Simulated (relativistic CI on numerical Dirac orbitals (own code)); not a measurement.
Calculated levels, Ag⁷⁺

Computed by Dirac-Coulomb-Breit CI, separate exchange-only KLI orbitals for each configuration, a model potential for QED, unscaled Slater integrals (own radial code, finite nucleus).

Configuration list (outside the closed core [Ar] 3d10): 4s2 4p6 4d4, 4s2 4p6 4d3 5s, 4s2 4p6 4d3 4f, 4s2 4p5 4d5, 4s2 4p6 4d3 5p, 4s 4p6 4d5, 4s2 4p6 4d2 5s 5p, 4s2 4p6 4d3 5d, 4s2 4p6 4d2 4f 5s, 4s2 4p6 4d3 6s, 4s2 4p6 4d3 6p, 4s2 4p6 4d3 5f, 4s2 4p6 4d2 5s2, 4s2 4p6 4d 4f 5s2, 4s2 4p6 4d 5s2 5p, 4s2 4p6 4d 5s2 5d, 4s2 4p6 4d2 5p2, 4s2 4p6 4d 5s 5p2, 4s2 4p6 4d 4f 5p2, 4s2 4p6 4d 5p3, 4s2 4p6 4d 5p2 5d. Double excitations out of closed p, d and f shells are left out; levels of such configurations are missing from the list, as are those of other unlisted configurations, and high levels can miss mixing partners.

The lowest level is 4s2 4p6 4d4 5D_0, with 94 % of that term; Hund's rules for 4s2 4p6 4d4 give 5D with J = 0, in agreement.

```tsv
No.	Configuration	Term	J	E (cm⁻¹)	%	Next component (%)	Landé g
1	4s2 4p6 4d4	5D	0	0	94	6 3P	
2	4s2 4p6 4d4	5D	1	1168	97	3 3P	1.499
3	4s2 4p6 4d4	5D	2	2927	98	1 3P	1.497
4	4s2 4p6 4d4	5D	3	4967	98	1 3F	1.495
5	4s2 4p6 4d4	5D	4	7156	96	3 3F	1.491
6	4s2 4p6 4d4	3P	0	24395	85	9 1S	
7	4s2 4p6 4d4	3H	4	26415	72	13 3G	0.884
8	4s2 4p6 4d4	3H	5	29173	87	13 3G	1.055
9	4s2 4p6 4d4	3P	1	29554	94	3 3D	1.469
10	4s2 4p6 4d4	3G	3	30370	50	48 3F	0.918
11	4s2 4p6 4d4	3H	6	31101	93	7 1I	1.155
12	4s2 4p6 4d4	3F	2	31362	94	4 1D	0.690
13	4s2 4p6 4d4	3F	4	32575	56	22 3H	1.117
14	4s2 4p6 4d4	3P	2	35519	83	15 3D	1.444
15	4s2 4p6 4d4	3F	3	36199	51	48 3G	0.925
16	4s2 4p6 4d4	3G	4	36258	61	19 3F	1.080
17	4s2 4p6 4d4	3G	5	38413	87	13 3H	1.178
18	4s2 4p6 4d4	3D	3	41573	94	2 1F	1.319
19	4s2 4p6 4d4	3D	2	42768	73	14 3P	1.185
20	4s2 4p6 4d4	3D	1	43623	96	3 3P	0.534
21	4s2 4p6 4d4	1I	6	43891	93	7 3H	1.011
22	4s2 4p6 4d4	1G	4	46825	74	14 3F	1.027
23	4s2 4p6 4d4	1S	0	49472	89	10 3P	
24	4s2 4p6 4d4	1D	2	54620	81	7 3D	1.023
25	4s2 4p6 4d4	1F	3	58906	89	6 3F	1.013
26	4s2 4p6 4d4	3P	2	67748	94	3 1D	1.470
27	4s2 4p6 4d4	3F	4	69707	95	5 1G	1.238
28	4s2 4p6 4d4	3F	2	70307	95	3 1D	0.689
29	4s2 4p6 4d4	3F	3	71157	92	7 1F	1.078
30	4s2 4p6 4d4	3P	1	72275	99		1.497
31	4s2 4p6 4d4	3P	0	74600	97	2 1S	
32	4s2 4p6 4d4	1G	4	79513	95	4 3F	1.010
33	4s2 4p6 4d4	1D	2	102100	99		0.999
34	4s2 4p6 4d4	1S	0	132814	99	1 3P	
35	4s2 4p6 4d3 5s	5F	1	283100	97	3 3D	0.011
36	4s2 4p6 4d3 5s	5F	2	284620	97	2 3D	0.999
37	4s2 4p6 4d3 5s	5F	3	286904	98	1 3F	1.247
38	4s2 4p6 4d3 5s	5F	4	289683	98	1 3G	1.345
39	4s2 4p6 4d3 5s	5F	5	292689	96	4 3G	1.392
40	4s2 4p6 4d3 5s	3F	2	297892	94	3 1D	0.687
41	4s2 4p6 4d3 5s	3F	3	301654	93	5 3G	1.072
42	4s2 4p6 4d3 5s	5P	1	304241	91	8 3P	2.407
43	4s2 4p6 4d3 5s	5P	2	304492	83	14 3P	1.762
44	4s2 4p6 4d3 5s	3F	4	305383	85	7 3G	1.215
45	4s2 4p6 4d3 5s	5P	3	308418	98	2 3D	1.661
46	4s2 4p6 4d3 5s	3G	3	311053	94	5 3F	0.768
47	4s2 4p6 4d3 5s	3G	4	311596	75	13 3H	1.036
48	4s2 4p6 4d3 5s	3G	5	312471	65	25 3H	1.153
49	4s2 4p6 4d3 5s	3P	1	313861	45	34 3D	1.092
50	4s2 4p6 4d3 5s	3P	0	314250	100		
51	4s2 4p6 4d3 5s	3H	4	315563	58	33 1G	0.896
52	4s2 4p6 4d3 5s	3P	2	316862	41	35 3D	1.380
53	4s2 4p6 4d3 5s	3P	1	318968	77	16 1P	1.456
54	4s2 4p6 4d3 5s	3H	6	320102	100		1.166
55	4s2 4p6 4d3 5s	3H	5	320504	74	26 3G	1.078
56	4s2 4p6 4d3 5s	3P	1	320992	48	47 3D	1.001
57	4s2 4p6 4d3 5s	3P	2	321139	80	17 3D	1.431
58	4s2 4p6 4d3 5s	3P	0	321465	100		
59	4s2 4p6 4d3 5s	3D	3	323419	97	1 5P	1.334
60	4s2 4p6 4d3 5s	1G	4	323714	58	28 3H	0.959
61	4s2 4p6 4d3 5s	3P	2	325758	53	42 3D	1.347
62	4s2 4p6 4d3 5s	1H	5	326581	94	5 3G	1.010
63	4s2 4p6 4d3 5s	1D	2	330159	85	11 3P	1.052
64	4s2 4p6 4d3 5s	1P	1	330431	64	21 3P	1.029
65	4s2 4p6 4d3 5s	3F	4	336361	98	1 1G	1.247
66	4s2 4p6 4d3 5s	3F	3	336750	97	2 3D	1.085
67	4s2 4p6 4d3 5s	3F	2	337221	97	2 1D	0.678
68	4s2 4p6 4d3 5s	1F	3	343214	97	2 3D	1.006
69	4s2 4p6 4d3 5s	3D	3	362971	96	2 1F	1.325
70	4s2 4p6 4d3 5s	3D	2	363372	97	1 3F	1.161
```

Energies count from the lowest computed level.

The mean weight of the leading LS term, summed over parents, in these 70 levels is 85 %, and that of the leading jj configuration (from the same eigenvectors) 63 %, so LS coupling describes them better.

At this charge configurations can still be misplaced by up to about 7 % of their energy. Terms inside the open d or f shell come out 10 to 20 % too wide with unscaled integrals. 22 of the 28 excited levels that our extract of the measured tables holds in this range could be paired (the sources list more); they are missed by 3886 cm⁻¹ on average and 9929 at most, and levels without a partner can miss by more. Some levels of the ground configuration have no partner and can miss by 10 % or more.

Landé's interval rule says that E(J) − E(J−1) = AJ with one A. For the ground term the intervals give A = 1168.1, 879.6, 679.8, 547.3 cm⁻¹ for J = 1, 2, 3, 4; the multiplet is regular.

LS names give the leading component of a level, which can be under half, so a name can repeat, a term be missing and a line seem to break the LS rules.
